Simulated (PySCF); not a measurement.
SMILES C(=C)=[CH], doublet, PBE0/def2-SVP optimised geometry.

```
6

C     -1.56     0.00     0.00
C     -0.19     0.00     0.00
C      1.04     0.00     0.00
H     -2.12     0.08    -0.93
H     -2.12    -0.08     0.94
H      2.12    -0.01     0.00
```

Density from unrestricted PBE0/def2-TZVP run with PySCF at that geometry.

Minimum of the electron density along straight lines between bonded atoms, close to the bond critical point (lines longer than 1.1 times the sum of covalent radii, or with two minima, are not listed):

```
bond   length / Å  ρ at the minimum / e bohr⁻³  ∇²ρ there / e bohr⁻⁵  position (fraction from the first atom)
-----  ----------  ---------------------------  --------------------  ---------------------------------------
C1–C2       1.371                            …                 -0.94                                     0.47
C2–C3       1.232                            …                 -1.12                                     0.51
C1–H4       1.093                        0.277                 -0.96                                     0.65
C1–H5       1.093                        0.277                 -0.96                                     0.65
C3–H6       1.074                        0.283                     …                                     0.67
```

Question: What belongs in the gaps?

Answer: 
- C1–C2, ρ at the minimum / e bohr⁻³: 0.318
- C2–C3, ρ at the minimum / e bohr⁻³: 0.396
- C3–H6, ∇²ρ there / e bohr⁻⁵: -1.03
